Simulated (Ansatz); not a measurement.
`CCSS` + `C[NH][InH2]` → `CC[N](C)[InH2]` + `SS`  (substitution at a C–S bond)

Program: Ansatz. Geometries: PBE0-D4/def2-TZVP. ΔE: electronic, gas phase. CCSD(T)/CBS is the MP2 limit (def2-TZVPP, def2-QZVPP) plus CCSD(T) − MP2 in def2-TZVPP, frozen cores. This one scheme is used for every species. Functionals use def2-TZVPP. HSE06 is defined as in plane-wave codes. Elements past krypton have def2 core potentials. For In outer-core shells are correlated without core-valence functions, which leaves a few kJ/mol of doubt a bond. Each species was taken in one conformer, which may not be the lowest.

```csv
level,ΔE (eV)
BLYP,0.37
HSE06,0.35
RPA@PBE/def2-TZVPP,0.21
MP2/def2-SVP,0.21
```

Problem. What does CCSD(T)/CBS give? (Best estimate.)

Solution. Computed: +0.28 eV. The listed levels differ from it by 0.09, 0.07, -0.07, -0.07 eV.

Largest T1 diagnostic among the species: 0.016.

The D4 term adds −0.04 eV with B3LYP and −0.02 eV with PBE0; it sums over pairs of atoms, weighted by their polarisabilities, and B3LYP, whose exchange is more repulsive, gets the larger term. At CCSD(T), def2-SVP lies −0.13 eV from the extrapolated value and def2-TZVPP −0.02 eV.

B3LYP here is the variant with VWN-RPA as its local correlation; programs differ in this.
